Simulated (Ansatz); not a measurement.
Born–Oppenheimer molecular dynamics of BClFH5Si (9 atoms, charge 0, multiplicity 1). It starts at the highest image of a converged band. Of that band: Neighbouring images differ by up to 1.6 eV, so the band resolves the path poorly. A vibrational analysis at the climbing image gives one clearly imaginary mode, 772i cm⁻¹: a first-order saddle point.

All numbers below come from RKS PBE/6-31G* in Ansatz 0.2.0.

| Quantity | Value |
| --- | --- |
| ensemble | NVE (velocity Verlet) |
| time step | 0.5 fs |
| steps asked | 200 |
| starting velocities drawn for | 100 K |
| seed | 6186 |

First frame:

```xyz
9
Properties=species:S:1:pos:R:3
B 0.172 0.268 0.065
F -0.177 -0.554 1.513
Cl 1.685 -0.378 -0.628
H -0.829 0.228 -0.595
Si 0.484 2.277 0.770
H 1.796 2.516 1.455
H 0.501 2.908 -0.588
H -0.618 2.921 1.566
H 0.037 0.527 1.565
```

Task: How far do the bonds stretch over the last three quarters of this one trajectory? (Pairs bonded in most of those frames.)

Result: 
```
  bond  mean (Å)  spread (Å)  shortest  longest
B1–Cl3     1.788       0.019      1.76     1.82
 B1–H4     1.204       0.014      1.18     1.22
B1–Si5     2.052       0.026      2.02     2.13
 F2–H9     0.958       0.016      0.94     1.01
Si5–H6     1.506       0.013      1.48     1.53
Si5–H7     1.505       0.006      1.50     1.52
Si5–H8     1.506       0.010      1.49     1.52
```

Mean temperature of the second half: 345 K. The conserved energy stayed within 0.022 meV per atom of its start (net change 0.0094 meV per atom), so the integration is sound. The kinetic energy rose, since the run started high on the potential surface and went downhill. It ends in pieces (BClH4Si + FH), so much of that is their flight and rotation, not heat. A run of 0.1 ps of so small a system gives no equilibrium averages. The orbitals stay closed-shell, which can raise the energy where a bond breaks towards radicals; this wasn't checked here.

Time of the run: 8.8 min on 1 thread of Intel(R) Xeon(R) Platinum 8259CL CPU @ 2.50GHz (Skylake/Cascade Lake), with other jobs on the host, peak memory 0.13 GiB.
